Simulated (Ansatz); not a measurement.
Compare A (`O/C=N/[SiH3]`) with its isomer B (`C1N[SiH2]O1`).

Gas-phase electronic energies from Ansatz, PBE0-D4/def2-TZVP geometries. CCSD(T)/CBS adds triple-zeta CCSD(T) − MP2 to the extrapolated MP2 energy (def2 sets, frozen cores). DFT in def2-TZVPP. B3LYP here is the variant with VWN-RPA as its local correlation; programs differ in this. Each species was taken in one conformer, which may not be the lowest.

A:

```xyz
9

O     1.044   -1.276   -1.804
C     0.485   -0.334   -1.041
N     0.106   -0.536    0.138
Si   -0.622    0.652    1.160
H     1.080   -2.082   -1.267
H     0.418    0.605   -1.602
H    -0.754    1.974    0.476
H    -1.970    0.180    1.563
H     0.213    0.818    2.376
```

B:

Z-matrix (Å, degrees):
```
C
Si 1 2.214
O 1 1.436 2 48.9
N 1 1.468 2 51.2 3 -172.5
H 1 1.095 2 128.7 3 -82.4
H 1 1.097 2 121.4 3 91.0
H 2 1.491 1 123.3 3 -91.4
H 2 1.484 1 128.6 3 82.9
H 4 1.006 1 118.3 2 -134.5
```

(1) Which isomer does CCSD(T)/CBS put lower? Give the gap. (An estimate is asked.)

(2) Give E(B) − E(A) in kJ/mol with MP2/def2-TZVPP, LDA (SPW92), r2SCAN-D4, CCSD/def2-TZVPP, B3LYP, HF/def2-TZVPP, B3LYP-D4. (Best estimate.)

(3) Does the order hold for the free energy at 298.15 K (harmonic terms from PBE0-D4)? (Estimate.)

Largest T1 diagnostic: 0.014.

Answers

(1) Computed: B, by 44.2 kJ/mol.

(2) Ansatz gave: MP2/def2-TZVPP -45.3, LDA (SPW92) -40.0, r2SCAN-D4 -32.1, CCSD/def2-TZVPP -43.2, B3LYP -22.8, HF/def2-TZVPP -31.9, B3LYP-D4 -25.1. None reverses the order clearly.

(3) Ansatz gave: Yes: G(B) − G(A) = -30.3 kJ/mol, for one conformer each.

From r2SCAN to r2SCAN0 (25 % exact exchange), in def2-TZVPP and without D4, E(B) − E(A) moves by −11.1 kJ/mol. In def2-TZVPP, CCSD(T) changes the Hartree–Fock value by −7.3 kJ/mol (the triples alone add +3.9 kJ/mol) and MP2 by −13.4 kJ/mol.
